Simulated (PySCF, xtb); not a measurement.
B(AsH2)(H)(Me) (CH6AsB), SMILES CB[AsH2]. Atoms are numbered in the order given.

```xyz
9

B     -1.1753     0.2814    -0.3342
As     0.5902    -0.5250     0.1713
H      0.1068    -1.4995     1.2263
H      1.0683     0.5469     1.1330
H     -2.0886    -0.4925    -0.5217
C     -1.3733     1.7998    -0.6278
H     -2.1134     2.1706     0.1088
H     -1.8564     1.9606    -1.6079
H     -0.4779     2.4343    -0.5531
```
Charge 0, spin multiplicity 1.

Coordinates come from a r2SCAN-D4/def2-SVP optimisation.

Computed with PySCF with IEF-PCM-M06-2X/def2-SVP.

The values are the electrostatic part of the solvation free energy, E(continuum) − E(gas) at the gas-phase geometry, in a cavity of scaled van der Waals radii (PySCF's table); cavitation and dispersion terms are not included. In vacuum the orbital gap is 7.70 eV. The dipole moment in vacuum is 1.22 D.

Computed values in water (ε = 78.36), chloroform (ε = 4.71), chlorobenzene (ε = 5.70):
| solvent | ε | ΔG(elec) (kcal/mol) | dipole (D) | gap (eV) |
|---|---|---|---|---|
| water | 78.36 | -1.2 | 1.61 | 7.82 |
| chloroform | 4.71 | -0.9 | 1.49 | 7.79 |
| chlorobenzene | 5.70 | -0.9 | 1.51 | 7.79 |

For comparison, GFN2-xTB/ALPB(water) (xtb, at the GFN2-xTB geometry, all terms of that model) gives -1.5 kcal/mol.
